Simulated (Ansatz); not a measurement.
Relaxation of CH9B3OSi (15 atoms, charge 0, multiplicity 1), to a largest force component of 0.02 eV/Å in at most 40 steps.

Theory: Ansatz 0.2.0, RKS r2SCANh-D4/STO-3G.

```xyz
15
Properties=species:S:1:pos:R:3:forces:R:3
B -0.420 -2.010 -1.163 -1.21 4.97 0.17
O -0.976 -0.642 -0.736 -0.98 -5.71 -2.96
C -0.066 0.102 0.025 5.63 1.18 2.58
B 0.399 -0.589 1.443 -4.82 -0.41 -0.02
B 1.294 0.500 -0.804 -0.52 -1.06 0.66
Si -0.863 1.735 0.481 -2.08 1.30 0.07
H -0.626 -2.917 -0.500 -0.18 -1.02 0.65
H 0.126 -2.055 -2.218 -0.12 -0.16 0.30
H 1.429 -0.942 1.727 1.74 -0.03 0.28
H -0.541 -0.898 2.214 1.66 0.49 -1.13
H 1.181 1.087 -1.791 0.11 0.33 -0.65
H 2.376 0.115 -0.447 -0.76 0.55 -0.17
H -1.269 2.469 -0.763 0.51 -0.58 1.13
H -2.112 1.462 1.270 1.19 0.29 -0.66
H 0.047 2.532 1.292 -0.15 -0.16 -0.25
```

Where does it end, and by what steps?

It converged. Limits of this set-up: minimal basis. After 21 steps the energy has fallen by 3.201 eV; H7 moved furthest, 1.59 Å.

| step | energy less start (eV) | largest force component (eV/Å) | accepted |
| --- | --- | --- | --- |
| 0 | 0.0000 | 5.708 | yes |
| 1 | -0.9098 | 2.777 | yes |
| 2 | -1.2289 | 1.202 | yes |
| 3 | -1.4456 | 0.586 | yes |
| 4 | -1.6077 | 0.634 | yes |
| 5 | -1.8248 | 0.824 | yes |
| 6 | -2.1355 | 0.856 | yes |
| 7 | -2.4391 | 1.019 | yes |
| 8 | -2.7196 | 0.927 | yes |
| 9 | -2.9323 | 0.619 | yes |
| 10 | -3.0671 | 0.500 | yes |
| 11 | -3.1423 | 0.495 | yes |
| 12 | -3.1718 | 0.305 | yes |
| 13 | -3.1871 | 0.255 | yes |
| 14 | -3.1906 | 0.235 | yes |
| 15 | -3.1922 | 0.152 | yes |
| 16 | -3.1989 | 0.114 | yes |
| 17 | -3.2006 | 0.030 | yes |
| 18 | -3.2009 | 0.031 | yes |
| 19 | -3.2010 | 0.025 | yes |
| 20 | -3.2010 | 0.039 | yes |
| 21 | -3.2011 | 0.019 | yes |

```xyz
15
Properties=species:S:1:pos:R:3
B -0.704 -1.950 -1.159
O -1.014 -0.732 -0.683
C 0.052 0.023 0.034
B 0.534 -0.584 1.364
B 1.248 0.478 -0.824
Si -0.779 1.695 0.560
H -1.569 -2.513 -1.716
H 0.363 -2.424 -1.029
H 1.292 0.010 2.028
H 0.128 -1.625 1.716
H 1.323 0.155 -1.947
H 2.070 1.163 -0.351
H -1.206 2.376 -0.637
H -1.923 1.377 1.380
H 0.162 2.502 1.293
```

Time of the run: 83 s on 1 thread of Arm Neoverse V2 (shared host), peak memory 0.15 GiB.
